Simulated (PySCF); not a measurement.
C₃HF₄, multiplicity 2. Atoms are numbered in the order given.

```xyz
8

F      0.0461     2.8878     0.0000
C     -0.2439     1.6250     0.0000
C      0.5505     0.5682     0.0000
C      0.0146    -0.8283     0.0000
F     -1.3250    -0.8581     0.0000
F      0.4412    -1.5077    -1.0796
F      0.4412    -1.5077     1.0796
H      1.6417     0.6805     0.0000
```
Charge 0, spin multiplicity 2.

Coordinates come from a B3LYP-D3(BJ)/def2-SVP optimisation. The isomer is the one that the SMILES or the coordinates give; other isomers of the formula were not compared.

Calculation: TDA-B3LYP/def2-SVPD (PySCF 2.14.0).

Vertical excitations. The molecule is in vacuum.

```csv
state,energy (eV),λ (nm),f,main pairs
root 1,2.79,445,0.002,β HOMO→LUMO 98 %
root 2,4.80,258,0.001,"α HOMO−1→LUMO 53 %, β HOMO→LUMO+1 45 %"
root 3,5.33,232,0.005,α HOMO→LUMO 97 %
root 4,6.38,194,0.001,β HOMO−1→LUMO 97 %
root 5,6.97,178,0.000,β HOMO−2→LUMO 99 %
root 6,7.31,170,0.011,β HOMO−3→LUMO 95 %
root 7,7.63,163,0.001,β HOMO−4→LUMO 99 %
root 8,7.68,161,0.034,"α HOMO→LUMO+1 75 %, α HOMO→LUMO+2 19 %"
root 9,7.94,156,0.000,"α HOMO−1→LUMO+1 39 %, α HOMO−1→LUMO+2 13 %, β HOMO→LUMO+2 29 %, β HOMO→LUMO+3 12 %"
root 10,7.97,156,0.132,"α HOMO−1→LUMO 23 %, α HOMO→LUMO+2 18 %, β HOMO→LUMO+1 28 %, β HOMO−8→LUMO 8 %, β HOMO−7→LUMO 6 %"
```
Unrestricted roots are not spin-pure.
